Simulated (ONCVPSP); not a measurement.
Before and after: ONCV potential for lanthanum

```
Element                 : La
Generator               : ONCVPSP 4.0.1
Type                    : optimised norm-conserving Vanderbilt (ONCV)
Functional              : LDA (Perdew-Zunger)
Relativity              : fully relativistic
Frozen core             : [Kr] 4d10
Valence charge          : 11
Reference configuration : 5s2 5p6 5d1 6s1 (charge +1)
Partial waves           : 5s+6s: rc 2.65 bohr, ncon 3, nbas 6, qcut 5 1/bohr, 3 projectors, debl 3.2 Ha; 5p: rc 1.75 bohr, ncon 4, nbas 9, qcut 5.7 1/bohr, 2 projectors, debl 3.1 Ha; 5d: rc 3.70 bohr, ncon 4, nbas 9, qcut 4.9 1/bohr, 2 projectors, debl 1.5 Ha; f scattering state at 0.28 Ha: rc 3.30 bohr, ncon 5, nbas 8, qcut 3.9 1/bohr, 2 projectors, debl 2.5 Ha
Local potential         : polynomial inside 1.35 bohr (lpopt 4, dvloc0 0 Ha)
Core correction         : Teter function fitted to the true core (icmod 2), fcfact 0.45
```

Open shells are filled in proportion to 2j + 1.

In the f channel the program set the typed energies aside and used -0.381, 2.119 Ha (j = l + 1/2; the other j can differ).

All-electron outer shells of the reference configuration (LDA (Perdew-Zunger), scalar-relativistic, ld1.x):

```json
{"shell": "5s", "level (eV)": "-44.96", "outermost node (bohr)": "0.77", "outermost maximum (bohr)": "1.41"}
{"shell": "5p", "level (eV)": "-28.34", "outermost node (bohr)": "0.83", "outermost maximum (bohr)": "1.58"}
{"shell": "5d", "level (eV)": "-8.69", "outermost node (bohr)": "0.95", "outermost maximum (bohr)": "2.19"}
{"shell": "6s", "level (eV)": "-8.60", "outermost node (bohr)": "1.85", "outermost maximum (bohr)": "3.56"}
```

Change: s: rc 3.86.

Cutoffs: the cutoffs (Ha) at which the residual kinetic energy of the hardest occupied pseudo-wave falls to 1 and 0.1 mHa per electron; they do not see the model core or the augmentation charge, which bear on the density cutoff. Errors are all-electron minus pseudo energies relative to the spin-unpolarised reference configuration.

Task: What does the change do?

Result: The potential gets neither clearly harder nor softer (14 Ha and 23 Ha → 14 Ha and 23 Ha); the p channel sets the loose cutoff, while the largest relative change is in s, which becomes softer; of the 4 tests that both files solve, the error grows in 3 and shrinks in 1 by more than 15 % and 0.3 meV (median size 1.6 → 3.7 meV); neither file shows a bound ghost.

| quantity | base | changed |
| --- | --- | --- |
| cutoff, loose | 14 Ha | 14 Ha |
| cutoff, tight | 23 Ha | 23 Ha |
| loose cutoff by channel | s 7.8 Ha, p 14 Ha, d 6.0 Ha | s 3.3 Ha, p 14 Ha, d 6.0 Ha |
| bound ghosts | none | none |
| GHOST(+) flags under 300 eV | s at 101.8 eV, p3/2 at 170.3 eV | s at 77.9 eV, p3/2 at 170.3 eV, s at 296.8 eV |
| error for 5s2 5p6 5d1 6s2, meV [ΔE -6.16 eV] | -0.9 | -4.0 |
| error for 5s2 5p6 5d1 6s0, meV [ΔE 11.15 eV] | -2.3 | -5.4 |
| error for 5s2 5p6 5d0 6s0, meV [ΔE 30.24 eV] | +4.8 | +3.4 |
| error for 5s2 5p6 5d1 6s0 6p2, meV [ΔE -1.13 eV] | +0.8 | -1.5 |
| p3/2: phases at 1.78 bohr within 0.05 rad from the reference energy up to (Ha; the scan ends near 5) | 4.2 | 4.2 |
| p1/2: phases at 1.78 bohr within 0.05 rad from the reference energy up to (Ha; the scan ends near 5) | 4.1 | 4.1 |
| d5/2: phases at 3.76 bohr within 0.05 rad from the reference energy up to (Ha; the scan ends near 5) | 2.5 | 2.5 |
| d3/2: phases at 3.76 bohr within 0.05 rad from the reference energy up to (Ha; the scan ends near 5) | 4.8 | 4.8 |
| f7/2: phases at 3.36 bohr within 0.05 rad from the reference energy up to (Ha; the scan ends near 5) | -0.2 | -0.2 |
| f5/2: phases at 3.36 bohr within 0.05 rad from the reference energy up to (Ha; the scan ends near 5) | -0.2 | -0.2 |
| rms error of d²Exc/dni dnj with the model core, mHa | 3.16 | 2.94 |

Base: These tests converged, but a pseudo level misses the all-electron one widely, so the file describes the atom poorly there or has found another state: 5s2 5p6 5d1 6s0 6p2: empty 6s by 8.7 eV. Changed file: These tests converged, but a pseudo level misses the all-electron one widely, so the file describes the atom poorly there or has found another state: 5s2 5p6 5d1 6s0 6p2: empty 6s by 8.7 eV.
